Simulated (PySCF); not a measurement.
## A small calculation by hand: oscillator strength and radiative lifetime

Bi(F)2(OMe) (CH3BiF2O), SMILES [O]([Bi]([F])[F])C.

Geometry optimised at B3LYP-D3(BJ)/def2-SVP. The def2 effective core potentials stand for the cores of Bi; spin–orbit coupling is left out. One conformer was computed; it need not be the lowest.

TDA-PBE/def2-SVPD in PySCF puts the first singlet state with f over 0.02 at 6.20 eV (vertical), with the transition dipole (-1.062, 0.135, 0.000) in atomic units.

Problem. Find the oscillator strength, the wavelength and the radiative lifetime that this transition would have in vacuum if emission retraced absorption.

Solution. 
|μ|² = 1.1461 au, so |μ| = 2.72 D. ΔE = 6.20/27.211 = 0.2278 hartree. f = (2/3) ΔE |μ|² = 0.174 (the program prints 0.174).
λ = 1239.84/6.20 = 200 nm; ν = 50006 cm⁻¹.
Einstein's coefficient A = 0.6670 ν² f s⁻¹ (ν in cm⁻¹) = 2.9e8 s⁻¹, so τ = 1/A = 3.4 ns. This state is S6; the lower singlets have f = 0.000, 0.012, 0.007, 0.015, 0.000. The figure is the radiative limit of this one transition; relaxation, internal conversion, crossing to triplets and a medium change what is measured.
